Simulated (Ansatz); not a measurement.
ClFH6N2Si2 (`N[Si@H](Cl)[Si@@H](N)F`). The species carries charge 0 and has multiplicity 1. Geometry: relaxed with PBE0-D4/def2-TZVP. It is one conformer, not always the lowest.

```xyz
12

N    -0.213    1.632   -1.140
Si    0.395    0.051   -1.284
F     1.873   -0.054   -1.910
Si    0.469   -0.774    0.902
N    -1.113   -1.166    1.401
Cl    1.356    0.780    1.989
H     0.130    2.245   -0.417
H    -0.581    2.143   -1.926
H    -0.489   -0.682   -2.224
H     1.324   -1.956    1.159
H    -1.877   -0.541    1.198
H    -1.275   -1.680    2.252
```

What is the dipole moment at ωB97M-V/def2-TZVPP? (An estimate is asked.)

Ansatz gave: 2.85 D, with components (-2.80, 0.47, 0.26) D in this frame, pointing from negative to positive charge.

And with PBE, r2SCAN, B3LYP? (Best estimate.)

Ansatz gave: PBE 2.87 D, r2SCAN 2.89 D, B3LYP 2.87 D.

Give the Mulliken charges with ωB97M-V, B3LYP, r2SCAN in def2-TZVPP. (Estimate.)

Ansatz gave: 
```
atom  ωB97M-V  B3LYP  r2SCAN
  N1    -0.36  -0.39   -0.45
 Si2     0.52   0.58    0.59
  F3    -0.31  -0.32   -0.32
 Si4     0.33   0.41    0.44
  N5    -0.35  -0.38   -0.43
 Cl6    -0.26  -0.29   -0.29
  H7     0.13   0.15    0.17
  H8     0.12   0.14    0.16
  H9    -0.05  -0.10   -0.11
 H10    -0.02  -0.07   -0.08
 H11     0.12   0.14    0.16
 H12     0.12   0.14    0.16
```

B3LYP here is the variant with VWN-RPA as its local correlation; programs differ in this.
